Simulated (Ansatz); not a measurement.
Worked example: BBrCl2 + C3H5F → BCl2F + C3H5Br

Gas-phase species: BBrCl2 (bromodichloroborane) `ClB(Cl)Br`, singlet; C3H5F (allyl fluoride) `C=CCF`, singlet; BCl2F (dichlorofluoroborane) `FB(Cl)Cl`, singlet; C3H5Br `C=CCBr`, singlet. The partners trade Br for F: B–Br and C–F bonds give way to B–F and C–Br.

Shapes, held fixed at every level: PBE0-D4/def2-TZVP. Flexible molecules stand in one conformer, not always the lowest. Programs: Ansatz 0.2.0. Electronic energies: no zero-point or thermal term.

At CCSD(T)/def2-TZVPP; 1 Eh = 2625.50 kJ/mol:

```
species   energy (Eh)
 BBrCl2  -3517.064600
  C3H5F   -216.815539
  BCl2F  -1044.126691
 C3H5Br  -2689.792905
```

Problem. Work out ΔE of the reaction at this level.

Solution. 
1. Products less reactants: (-1044.126691) + (-2689.792905) − [(-3517.064600) + (-216.815539)] = -0.039457 Eh = -103.6 kJ/mol.

Other levels give -106.8 (HF/def2-TZVPP) to -97.2 kJ/mol (PBE0-D4/def2-TZVPP). No measured value is set beside it here. Relativity is left out for Br. Outer-core shells of Br are correlated, in sets that cover them unevenly.
